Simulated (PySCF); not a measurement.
Consider trifluoroacetic acid, `O=C(O)C(F)(F)F` (C2HF3O2). Optimised structure (Å), atoms numbered from 1:
```
O     0.6434    1.1235   -1.1757
C     0.4312    0.1965   -0.4544
O     1.1739   -0.8956   -0.3407
C    -0.7727    0.1198    0.5018
F    -1.5531    1.1702    0.3359
F    -1.4781   -0.9830    0.2718
F    -0.3488    0.0929    1.7625
H     1.9227   -0.8061   -0.9514
```

These are calculated values, PBE0-D3(BJ)/def2-TZVP in PySCF (grid level 2) at geometries from PBE0-D3(BJ)/def2-SVP. Thermal corrections: GFN2-xTB frequencies, unscaled, ideal gas at 298.15 K and 1 bar, quasi-RRHO entropy. These were taken at the GFN2-xTB minima.

Question: Rank these of its sites by proton affinity, highest first.
A. O1 (carboxyl C=O oxygen)
B. O3 (acid OH oxygen)

Answer: A (723 kJ/mol), B (624 kJ/mol).

Question: For O1 (carboxyl C=O oxygen), what are ΔE (electronic) and ΔG(298 K) of removing the proton again?

Answer: ΔE = 744 and ΔG = 691 kJ/mol, beside ΔH = 723 kJ/mol. The protonated species is `OC(=[OH+])C(F)(F)F`.
